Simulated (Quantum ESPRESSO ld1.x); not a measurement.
Task: The bismuth ion Bi+, 82 electrons, occupied as [Hg] 6p2. Method: scalar-relativistic Kohn-Sham, LDA (Slater exchange, Perdew-Zunger correlation), spin-polarised, spherical densities, point nucleus; open shells are filled with parallel spins first; computed with ld1.x of Quantum ESPRESSO 7.5. Some entries of the table are withheld. Estimate them.

orbital  occ.  eigenvalue (eV)  <1/r> (bohr^-1)
1s up       1         -90626.3            103.3
1s down     1         -90626.2            103.3
2s up       1         -16291.0            24.27
2s down     1         -16290.9            24.27
2p up       3         -13939.2            21.22
2p down     3         -13939.2            21.22
3s up       1         -3938.27            8.988
3s down     1         -3938.25            8.988
3p up       3         -3266.64            8.106
3p down     3         -3266.62            8.106
3d up       5         -2591.83            7.602
3d down     5         -2591.81            7.602
4s up       1         -909.438            3.879
4s down     1         -909.409            3.879
4p up       3         -689.378            3.479
4p down     3         -689.347            3.479
4d up       5         -438.050            3.130
4d down     5         -438.016            3.131
5s up       1         -166.186            1.650
5s down     1         -166.107            1.650
4f up       7         -161.102            2.745
4f down     7         -161.063            2.745
5p up       3         -104.121              (1)
5p down     3         -104.028              (2)
5d up       5         -35.3844            1.063
5d down     5         -35.1367            1.068
6s up       1         -22.8407           0.6025
6s down     1         -21.8611           0.6088
6p up       2         -12.1665              (3)
6p down     0         -11.0234              (4)

Result: 
(1) 5p up <1/r> (bohr^-1): 1.413
(2) 5p down <1/r> (bohr^-1): 1.413
(3) 6p up <1/r> (bohr^-1): 0.4534
(4) 6p down <1/r> (bohr^-1): 0.4524
